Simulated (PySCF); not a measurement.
C2H8Si, singlet, at a GFN2-xTB geometry; MP2/6-31G** (PySCF).

Input for PySCF:
```python
from pyscf import gto, scf, mp

mol = gto.M(
    atom='''
Si    0.03546107   -0.43348006   -0.37037273
C     1.45753028    0.73873281    0.08712166
C    -1.52290395    0.06040205    0.59567275
H     0.40740896   -1.81447085   -0.03255476
H    -0.23071309   -0.34547884   -1.81294296
H     1.21576604    1.77029475   -0.15390745
H     2.36525377    0.48151727   -0.45044984
H     1.68282158    0.69510725    1.14919776
H    -2.35613024   -0.59304426    0.35515928
H    -1.82783780    1.07758693    0.36542227
H    -1.36078226    0.00239943    1.66852748
''',
    basis='6-31g**',
    verbose=4,
)

mf = scf.RHF(mol)
mf.kernel()

pt = mp.MP2(mf)
pt.kernel()
print('E(MP2) = %.10f' % pt.e_tot)
mf.analyze()
```

Output, abridged:

```
PySCF version 2.14.0

[INPUT] verbose = 4
[INPUT] num. atoms = 11
[INPUT] num. electrons = 34
[INPUT] charge = 0
[INPUT] spin (= nelec alpha-beta = 2S) = 0
[INPUT] symmetry False subgroup None
[INPUT] Mole.unit = angstrom
[INPUT] Symbol           X                Y                Z      unit          X                Y                Z       unit  Magmom
[INPUT]  1 Si     0.035461070000  -0.433480060000  -0.370372730000 AA    0.067011710384  -0.819158593860  -0.699903023707 Bohr   0.0
[INPUT]  2 C      1.457530280000   0.738732810000   0.087121660000 AA    2.754333047461   1.396002690130   0.164636076917 Bohr   0.0
[INPUT]  3 C     -1.522903950000   0.060402050000   0.595672750000 AA   -2.877871379518   0.114143331862   1.125658357367 Bohr   0.0
[INPUT]  4 H      0.407408960000  -1.814470850000  -0.032554760000 AA    0.769891355094  -3.428852967507  -0.061519580451 Bohr   0.0
[INPUT]  5 H     -0.230713090000  -0.345478840000  -1.812942960000 AA   -0.435984553452  -0.652860389432  -3.425965673858 Bohr   0.0
[INPUT]  6 H      1.215766040000   1.770294750000  -0.153907450000 AA    2.297464847147   3.345372237255  -0.290842929030 Bohr   0.0
[INPUT]  7 H      2.365253770000   0.481517270000  -0.450449840000 AA    4.469681840395   0.909935764548  -0.851226830454 Bohr   0.0
[INPUT]  8 H      1.682821580000   0.695107250000   1.149197760000 AA    3.180071902708   1.313562329700   2.171669029364 Bohr   0.0
[INPUT]  9 H     -2.356130240000  -0.593044260000   0.355159280000 AA   -4.452440867406  -1.120691231145   0.671153769798 Bohr   0.0
[INPUT] 10 H     -1.827837800000   1.077586930000   0.365422270000 AA   -3.454112842128   2.036344173111   0.690548010117 Bohr   0.0
[INPUT] 11 H     -1.360782260000   0.002399430000   1.668527480000 AA   -2.571505786567   0.004534265555   3.153059968511 Bohr   0.0

nuclear repulsion = 113.530060693735
number of shells = 44
number of NR pGTOs = 161
number of NR cGTOs = 86
basis = 6-31g**
ecp = {}

******** <class 'pyscf.scf.hf.RHF'> ********
method = RHF
initial guess = minao
damping factor = 0
level_shift factor = 0
DIIS = <class 'pyscf.scf.diis.CDIIS'>
diis_start_cycle = 1
diis_space = 8
diis_damp = 0
SCF conv_tol = 1e-09
SCF conv_tol_grad = None
SCF max_cycles = 50
direct_scf = True
direct_scf_tol = 1e-13
Set gradient conv threshold to 3.16228e-05
Initial guess from minao.
init E= -369.283721977259
  HOMO = -0.333154447667619  LUMO = 0.107189851854177  gap/eV = 11.98238
cycle= 1 E= -369.302074112945  delta_E= -0.0184  |g|= 0.265  |ddm|= 2.44
  HOMO = -0.430213986363769  LUMO = 0.165625432705964  gap/eV = 16.21362
cycle= 2 E= -369.329477376923  delta_E= -0.0274  |g|= 0.0638  |ddm|= 0.328
  HOMO = -0.431022939211238  LUMO = 0.174114383321844  gap/eV = 16.46663
cycle= 3 E= -369.331591006745  delta_E= -0.00211  |g|= 0.00996  |ddm|= 0.119
  HOMO = -0.431302537293941  LUMO = 0.173110078784324  gap/eV = 16.44691
cycle= 4 E= -369.331636176868  delta_E= -4.52e-05  |g|= 0.00293  |ddm|= 0.0181
  HOMO = -0.432508758862826  LUMO = 0.172816396752314  gap/eV = 16.47174
cycle= 5 E= -369.331640309839  delta_E= -4.13e-06  |g|= 0.000633  |ddm|= 0.00567
  HOMO = -0.432400681223453  LUMO = 0.1728941699884  gap/eV = 16.47091
cycle= 6 E= -369.331640582422  delta_E= -2.73e-07  |g|= 0.000156  |ddm|= 0.00158
  HOMO = -0.432464827220676  LUMO = 0.172858668302124  gap/eV = 16.47169
cycle= 7 E= -369.33164060078  delta_E= -1.84e-08  |g|= 3.4e-05  |ddm|= 0.000452
  HOMO = -0.432460555296262  LUMO = 0.17285851625379  gap/eV = 16.47157
cycle= 8 E= -369.331640601622  delta_E= -8.43e-10  |g|= 6.39e-06  |ddm|= 9.21e-05
  HOMO = -0.432461038716182  LUMO = 0.172858279635127  gap/eV = 16.47158
Extra cycle  E= -369.331640601647  delta_E= -2.48e-11  |g|= 2.48e-06  |ddm|= 1.22e-05
converged SCF energy = -369.331640601647

******** <class 'pyscf.mp.mp2.RMP2'> ********
nocc = 17, nmo = 86
E(RMP2) = -369.738831984836  E_corr = -0.407191383189102
E(SCS-RMP2) = -369.750291732912  E_corr = -0.418651131265062
E_corr(same-spin) = -0.0807444560329155
E_corr(oppo-spin) = -0.326446927156186
E(MP2) = -369.7388319848
**** SCF Summaries ****
Total Energy =                        -369.331640601647223
Nuclear Repulsion Energy =             113.530060693734512
One-electron Energy =                 -733.733893260219247
Two-electron Energy =                  250.872191964837469
Two-electron Coulomb Energy =          284.526467445932724
DFT Exchange-Correlation Energy =      -33.654275481095254
HOMO-LUMO gap [eV] =                    16.471577637020751
**** MO energy ****
MO #1   energy= -68.7459958413993  occ= 2
MO #2   energy= -11.2003704481625  occ= 2
MO #3   energy= -11.2003601551075  occ= 2
MO #4   energy= -6.1073864095984   occ= 2
MO #5   energy= -4.21334319979743  occ= 2
MO #6   energy= -4.21289921225085  occ= 2
MO #7   energy= -4.21248369068624  occ= 2
MO #8   energy= -0.953706567317882 occ= 2
MO #9   energy= -0.92485586817626  occ= 2
MO #10  energy= -0.674038224858761 occ= 2
MO #11  energy= -0.566563013627691 occ= 2
MO #12  energy= -0.561562405446499 occ= 2
MO #13  energy= -0.54208611522213  occ= 2
MO #14  energy= -0.541651971115396 occ= 2
MO #15  energy= -0.459014855852147 occ= 2
MO #16  energy= -0.445977200381886 occ= 2
MO #17  energy= -0.432461038716182 occ= 2
MO #18  energy= 0.172858279635127  occ= 0
MO #19  energy= 0.188980350409736  occ= 0
MO #20  energy= 0.237258950294225  occ= 0
MO #21  energy= 0.241774148724285  occ= 0
MO #22  energy= 0.284094754365077  occ= 0
MO #23  energy= 0.28492978484235   occ= 0
MO #24  energy= 0.319921452422684  occ= 0
MO #25  energy= 0.332885520151398  occ= 0
 ** Mulliken pop on meta-lowdin orthogonal AOs  **
 ** Mulliken pop  **
 ** Mulliken atomic charges  **
charge of    0Si =      0.77898
charge of    1C =     -0.54609
charge of    2C =     -0.54609
charge of    3H =     -0.14950
charge of    4H =     -0.14950
charge of    5H =      0.10147
charge of    6H =      0.10316
charge of    7H =      0.10147
charge of    8H =      0.10316
charge of    9H =      0.10147
charge of   10H =      0.10147
Dipole moment(X, Y, Z, Debye): -0.03141,  0.38402,  0.32811
```
